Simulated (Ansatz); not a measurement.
Z-matrix (Å, degrees):
```
Ge
C 1 1.970
C 1 1.968 2 109.4
H 1 1.537 2 111.7 3 119.6
H 1 1.543 2 106.9 3 -118.9
N 2 1.265 1 125.7 3 120.3
H 2 1.095 1 117.7 3 -58.9
Cl 3 1.783 1 109.7 2 60.8
H 3 1.089 1 111.6 2 -180.0
H 3 1.089 1 111.1 2 -58.1
H 6 1.023 2 111.8 1 0.8
```

Charge 0, multiplicity 1.

(1) List the PBE0/def2-TZVPP orbital energies in eV (Ansatz). (An estimate is asked.)

Results:

(1) Ansatz gave: Occupied: -10860.23, -2767.55, -1358.51, -1208.32, -1208.31, -1208.31, -391.54, -279.98, -279.61, -259.35, -197.70, -197.47, -197.46, -171.23, -121.03, -121.02, -121.01, -33.88, -33.87, -33.86, -33.80, -33.79, -25.54, -24.08, -19.12, -17.42, -15.55, -13.12, -12.64, -12.19, -11.57, -10.71, -10.06, -9.50, -8.75, -8.22, -7.23. Lowest empty: -0.98, 0.18, 0.97, 1.11, 1.38, 1.90, 2.26, 2.38.
